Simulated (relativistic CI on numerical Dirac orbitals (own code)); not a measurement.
**Hyperfine structure of Tm XLVIII, mass number 169**

Calculated at this level of theory: Dirac-Coulomb-Breit CI, separate exchange-only KLI orbitals for each configuration, model QED (radiative potential, 1s self-energy scaled to tabulated hydrogen-like ionisation energies), unscaled Slater integrals (own radial code, finite nucleus).

Configurations in the expansion (outside the closed core [Ne]): 3s2 3p6 3d4, 3s2 3p5 3d5, 3s 3p6 3d5, 3s2 3p6 3d3 4s, 3s2 3p6 3d3 4p, 3s2 3p6 3d3 4d, 3s2 3p5 3d4 4s, 3s2 3p6 3d3 4f, 3s 3p6 3d4 4s, 3p6 3d5 4p, 3p6 3d6, 3p5 3d7, 3p5 3d6 4s, 3p6 3d5 4s, 3p5 3d5 4s2, 3s2 3p6 3d2 4s2, 3s2 3p6 3d 4s2 4p, 3s2 3p6 3d 4s2 4d. Double excitations out of closed p, d and f shells are left out; levels of such configurations are missing from the list, as are those of other unlisted configurations, and high levels can miss mixing partners.

Nuclear spin I = 1/2, μ = -0.231 μN (tables of Stone and Pyykkö). The electronic factors are computed for point nuclear moments, without core polarisation or the Bohr-Weisskopf and QED corrections.

```csv
Level,E (cm⁻¹),A (MHz)
3s2 3p6 3d4 5D_1,350910,629.7
3s2 3p6 3d4 3H_5,835259,-20930
3s2 3p6 3d4 1I_6,856630,-22170
3s2 3p6 3d4 3G_4,900346,-23730
```

Levels with J = 0, under 50 % of one LS term, or S terms without an open s electron are left out. Small factors come from cancelling terms and can be off by tens of per cent or more.

At this charge energies of transitions that change n are usually good to better than 1 %, and those within a shell (Δn = 0) to a few per cent.

Problem. Give the hyperfine levels of 3s2 3p6 3d4 3H_5 relative to its centre of gravity.

Solution. With K = F(F + 1) − I(I + 1) − J(J + 1), E = AK/2: F = 9/2: 62800, F = 11/2: -52330 MHz.

LS names give the leading component of a level, which can be under half, so a name can repeat, a term be missing and a line seem to break the LS rules.
